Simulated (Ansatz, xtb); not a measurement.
## Two structures of ClGaH3O2+

Structure a: a singlet given by its coordinates. Structure b: a singlet given by its coordinates. Both are isolated ions in the gas phase, relaxed with r2SCAN-D4/def2-SVP.

a (Å):

```xyz
7

Cl   -2.7364   -0.5752   -0.0357
Ga   -0.7302   -0.0900   -0.1920
O     0.6187    0.9871   -0.3154
O     0.3388   -1.7176   -0.2295
H     1.3107   -1.6758   -0.3005
H     0.0363   -2.6416   -0.1852
H     0.4718    1.9461   -0.3283
```

Close contacts (Å): Cl1–Ga2 2.07, Ga2–O3 1.73, Ga2–O4 1.95, O3–H7 0.97, O4–H5 0.98, O4–H6 0.97.

b (Å):

```xyz
7

Cl    1.3935   -2.7095    1.9634
Ga    1.2912   -0.6427    1.9324
O     1.8606    0.7744    2.7343
O     0.0886   -0.2604    0.4117
H     1.6100    1.6622    2.4388
H    -0.2244    0.5951    0.0672
H    -0.2965   -0.9841   -0.1173
```

Close contacts (Å): Cl1–Ga2 2.07, Ga2–O3 1.72, Ga2–O4 1.98, O3–H5 0.97, O4–H6 0.97, O4–H7 0.98.

Estimate E(b) − E(a) at the level CCSD(T)/def2-TZVP.

Calculated at CCSD(T)/def2-TZVP: E(b) − E(a) = +4.7 kcal/mol, so structure a lies lower.

Level by level:

```tsv
level	geometry	E(b) − E(a) (kcal/mol)	departure from the last row (kcal/mol)	job, with rough time for the two
r2SCAN-D4/def2-SVP	r2SCAN-D4/def2-SVP	+5.2	+0.5	optimisation, 72 s
HF/def2-TZVP	r2SCAN-D4/def2-SVP	+4.5	−0.2	part of the CCSD(T) run
MP2/def2-TZVP	r2SCAN-D4/def2-SVP	+4.8	+0.1	part of the CCSD(T) run
CCSD(T)/def2-TZVP	r2SCAN-D4/def2-SVP	+4.7		single point, 4 min
```

The levels shown agree on the order. The largest departure from CCSD(T)/def2-TZVP is that of r2SCAN-D4/def2-SVP, 0.5 kcal/mol. Levels run at GFN2-xTB geometries aren't shown.

With harmonic frequencies from r2SCAN-D4/def2-SVP (ideal gas, rigid rotor, one conformer each, 298.15 K, 1 atm): the zero-point term adds −0.6 kcal/mol; ΔH is +4.4 and ΔG +3.6 kcal/mol.

The correlated steps freeze 16 core orbitals; the filled d shell of Ga is correlated, in a basis made for valence electrons. Programs: Ansatz 0.2.0; the last row on 2 threads of AMD EPYC (Zen 3) on a shared host.
